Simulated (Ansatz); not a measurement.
# Redistribution: C2H5I + C3H6Cl2 → CH2ClI + C4H9Cl

Species: C2H5I (iodoethane) `CCI`, singlet; C3H6Cl2 (1,3-dichloropropane) `ClCCCCl`, singlet; CH2ClI (chloroiodomethane) `ClCI`, singlet; C4H9Cl (1-chlorobutane) `CCCCCl`, singlet. The partners trade CH3 for Cl; both sit on C, so the bond types are kept.

Shapes, held fixed at every level: PBE0-D4/def2-TZVP. Flexible molecules stand in one conformer, not always the lowest. Programs: Ansatz 0.2.0. The zero-point and thermal change to 298 K, harmonic and unscaled (PBE0-D4/def2-TZVP), is -0.9 kJ/mol.

```tsv
level	kind	ΔH(298 K) (kJ/mol)	less CCSD(T)/def2-TZVPP	CPU time (sum over the molecules)
HF/def2-SVP	Hartree–Fock	+31.2	+7.5	–
SPW92/def2-TZVPP	LDA	+19.4	-4.3	16 s
r2SCAN-D4/def2-TZVPP	meta-GGA	+22.0	-1.7	57 s
B3LYP-D4/def2-TZVPP	global hybrid	+21.3	-2.4	55 s
BHLYP-D4/def2-TZVPP	global hybrid	+24.1	+0.4	40 s
r2SCAN0-D4/def2-TZVPP	global hybrid	+23.6	-0.1	61 s
MP2/def2-SVP	perturbation theory	+25.1	+1.4	–
CCSD(T)/def2-TZVPP	coupled cluster or CI	+23.7	0.0	24 min
```

The highest level, CCSD(T)/def2-TZVPP, gives ΔH(298 K) = +23.7 kJ/mol; the levels span +19.4 to +31.2. The column of differences is taken from that level and isn't an error. No measured value is set beside it here. For atoms past krypton def2 sets carry core potentials with scalar relativity. Outer-core shells of I are correlated, in sets that cover them unevenly. Times are processor times on shared x86 and Arm servers, and rough.
